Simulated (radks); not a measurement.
Results of a calculation; reference values are marked as such.
Valence configurations of Hg. Level of theory: Dirac Kohn-Sham, PBE, spin-unpolarised, spherical densities, finite nucleus; open shells fill j = l - 1/2 first; Fermi nuclear charge, rms radius 5.4648 fm (a radial shooting solver on a logarithmic mesh with Libxc functionals). Energies are relative to [Hg]; eigenvalues in eV.

| valence | E (eV) | e(4f5/2) | e(4f7/2) | e(5d3/2) | e(5d5/2) | e(6p1/2) |
|---|---|---|---|---|---|---|
| [Hg] | 0.000 | -97.961 | -93.769 | -11.001 | -9.166 | - |
| [Xe] 4f14 5d9.5 6s2 6p0.5 | 4.122 | -100.49 | -96.294 | -13.010 | -11.117 | -2.235 |
| [Xe] 4f14 5d10 6s1 6p1 | 5.427 | -99.672 | -95.480 | -12.660 | -10.803 | -2.410 |
| [Xe] 4f14 5d8 6s2 6p2 | 20.266 | -107.90 | -103.70 | -18.607 | -16.541 | -3.914 |
| [Xe] 4f14 5d7 6s2 6p3 | 35.649 | -113.54 | -109.34 | -22.831 | -20.646 | -5.284 |
| [Xe] 4f13 5d9 6s2 6p2 | 112.81 | -120.31 | -115.99 | -20.230 | -17.998 | -3.933 |
| [Xe] 4f12 5d10 6s2 6p2 | 216.36 | -133.07 | -128.62 | -21.856 | -19.458 | -3.949 |
| [Xe] 4f12 5d10 6s1 6p3 | 224.78 | -135.08 | -130.63 | -23.755 | -21.337 | -4.911 |
| [Xe] 4f11.5 5d10 6s2 6p2.5 | 281.55 | -142.62 | -138.09 | -25.014 | -22.473 | -4.691 |
| [Xe] 4f11 5d10 6s2 6p3 | 351.24 | -152.31 | -147.72 | -28.204 | -25.519 | -5.413 |

NIST lists [Hg] as the ground configuration; this level of theory agrees among the configurations tried. The energies are those of spherical spin-averaged densities, not of single terms.
